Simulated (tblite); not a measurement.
Input of a run (GFN2-xTB geometry optimisation, gas phase (tblite 0.8.0)), started from a force field or distance geometry:
```
{"job": {"kind": "relax", "xc": "GFN2-xTB", "basis": "xTB"}, "charge": 0, "multiplicity": 1}
C     -1.764700    -1.330900    -0.614400
C     -0.928000    -0.098300    -0.895300
P     -0.134800     0.581500     0.578800
C      0.770200     2.013900    -0.005100
O     -1.145500     0.952100     1.644100
C      1.054200    -0.595600     1.165800
C      2.030900    -0.972200     0.144000
N      2.794800    -1.255500    -0.677600
H     -2.243100    -1.682900    -1.533100
H     -2.560800    -1.101800     0.120200
H     -1.168000    -2.143000    -0.208800
H     -1.559900     0.671400    -1.326200
H     -0.165200    -0.345800    -1.621700
H      1.456100     1.741700    -0.812900
H      0.081900     2.782600    -0.364300
H      1.356500     2.437200     0.831400
H      1.581700    -0.157100     2.031200
H      0.535300    -1.491000     1.532200
```

Output (eV, eV/Å):
```
step      E/eV     max force
  0    -688.96940    4.357
  1    -689.08152    4.176
  2    -689.13335    3.765
  3    -689.16547    2.145
  4    -689.20113    0.178
  5    -689.20362    0.162
  6    -689.20827    0.137
  7    -689.20934    0.098
  8    -689.21081    0.091
  9    -689.21174    0.093
 10    -689.21241    0.052
 11    -689.21280    0.043
 12    -689.21320    0.048
 13    -689.21365    0.059
 14    -689.21410    0.051
 15    -689.21454    0.046
 16    -689.21507    0.054
 17    -689.21573    0.073
 18    -689.21648    0.086
 19    -689.21720    0.090
 20    -689.21790    0.084
 21    -689.21864    0.075
 22    -689.21935    0.067
 23    -689.21980    0.047
 24    -689.22006    0.037
 25    -689.22028    0.037
 26    -689.22050    0.039
 27    -689.22073    0.042
 28    -689.22090    0.029
 29    -689.22102    0.025
 30    -689.22113    0.028
 31    -689.22127    0.036
 32    -689.22143    0.038
 33    -689.22156    0.029
 34    -689.22165    0.027
 35    -689.22172    0.024
 36    -689.22179    0.026
 37    -689.22187    0.021
 38    -689.22193    0.018
 39    -689.22197    0.014
 40    -689.22201    0.015
 41    -689.22204    0.015
 42    -689.22206    0.010
 43    -689.22208    0.009
```

Task: Summarise the run.

Result: The energy falls by 24.4 kJ/mol over 43 L-BFGS steps, the largest force on an atom goes from 4.36 to 0.009 eV/Å, and the atoms move by 0.076 Å rms after alignment. The bond that changes most is P3–C6 (phosphoryl phosphorus to sp3 carbon bound to phosphorus), which lengthens by 0.088 Å. Bonds longer at the end by more than 0.005 Å: 6 of 17; shorter: 8. Among the angles that change most is C4–P3–C6, from 107.4° to 103.9°. The energy never rose by more than 1e-5 eV on the way. The first step brought 44 % of the lowering.

Task: What are the final bond lengths?

Result: C1–C2 1.521 Å, C2–P3 1.840 Å, P3–C4 1.831 Å, P3=O5 1.467 Å, P3–C6 1.861 Å, C6–C7 1.427 Å, C7≡N8 1.144 Å, C1–H9 1.088 Å, C1–H10 1.089 Å, C1–H11 1.089 Å, C2–H12 1.094 Å, C2–H13 1.090 Å, C4–H14 1.086 Å, C4–H15 1.088 Å, C4–H16 1.089 Å, C6–H17 1.094 Å, C6–H18 1.093 Å. Numbering counts from 1 in the input's order; the species is `CC[P@@](C)(=O)CC#N`.

On one thread of an Intel Xeon Platinum 8488C, shared host with 192 logical CPUs at a one-minute load of 56, this took 0.29 s of wall time.

Its GFN2-xTB frequencies are all real (lowest 38 cm⁻¹). The numbers are those of one conformer. 3 starts were optimised and ended at 0.00, 1.24 and 1.31 kcal/mol (GFN2-xTB); the lowest of these is shown.

Shape of the structure used: `[CH3:1][CH2:2][P@@:3]([CH3:4])(=[O:5])[CH2:6][C:7]#[N:8]`: C1–C2–P3–C4 180°, C2–P3–C6–C7 53°.

The numbers are calculated, not measured.
